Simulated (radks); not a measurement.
Effect of the nuclear size on neutral gadolinium, [Xe] 4f7 5d1 6s2. Method: Dirac Kohn-Sham, BLYP, spin-unpolarised, spherical densities, finite nucleus; open shells are shared between the two j in proportion to 2j + 1; Fermi nuclear charge, rms radius 5.1569 fm; computed with a radial shooting solver on a logarithmic mesh with Libxc functionals. The rms radius is varied about that value; shifts are against it.

rms radius (fm)  total energy shift (eV)  density at nucleus (e/bohr^3)  1s1/2 shift (meV)  2s1/2 shift (meV)  5s1/2 shift (meV)  5p1/2 shift (meV)  6s1/2 shift (meV)  5d5/2 shift (meV)  6p1/2 (empty) shift (meV)
4.6154                             -4.19                      6.468e+05              -1720               -222              -1.72              0.211             -0.099              0.136                      0.053
4.8372                             -2.51                      6.391e+05              -1040               -133              -1.03              0.126             -0.059              0.081                      0.032
5.1569                                 0                      6.287e+05              0.000              0.000              0.000              0.000              0.000              0.000                      0.000
5.5488                              3.24                      6.171e+05               1340                172               1.33             -0.163              0.076             -0.105                     -0.041
5.8428                              5.79                       6.09e+05               2390                307               2.38             -0.291              0.137             -0.188                     -0.074

Slopes of the eigenvalues against <r^2> in GHz/fm^2, as finite differences over the two radii next to the reference (eigenvalue slopes, not the field-shift constants of lines): 1s1/2 77600, 2s1/2 9990, 5s1/2 77.2, 5p1/2 -9.47, 6s1/2 4.44, 5d5/2 -6.10, 6p1/2 (empty) -2.40.
